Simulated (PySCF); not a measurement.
**Working out the ionisation energy of Cu⁺**

Cu⁺ [Ar] 3d10 (1S) → Cu²⁺ [Ar] 3d9 (2D). Calculation: PySCF 2.14, in aug-cc-pVDZ-DK; the spin-free X2C one-electron Hamiltonian (Gaussian nucleus). Frozen: [Ar]. Energies in hartree (1 hartree = 27.21139 eV):

| part | Cu⁺ (lower) | Cu²⁺ (upper) |
| --- | --- | --- |
| UHF | -1652.906512 | -1652.275260 |
| MP2 opposite-spin | -0.265394 | -0.184611 |
| MP2 same-spin | -0.159758 | -0.111362 |

Question: What does Hartree-Fock give?

Answer: (-1652.275260) − (-1652.906512) = 0.631252 hartree = 17.177 eV.

Question: What do MP2 and SCS-MP2 (6/5 opposite-spin, 1/3 same-spin) give?

Answer: The opposite-spin parts differ by 2.198 eV and the same-spin parts by 1.317 eV. MP2: 17.177 + (2.198) + (1.317) = 20.692 eV. SCS-MP2: 17.177 + 1.2 × (2.198) + (1.317)/3 = 20.254 eV.

Reference: 20.292 eV (measured; NIST Atomic Spectra Database, ionization energies), between the lowest levels; spin-orbit coupling is absent from the calculation.

A double-zeta basis recovers only part of the correlation energy.

What remains against the reference includes basis incompleteness, the frozen core and correlation beyond second order.
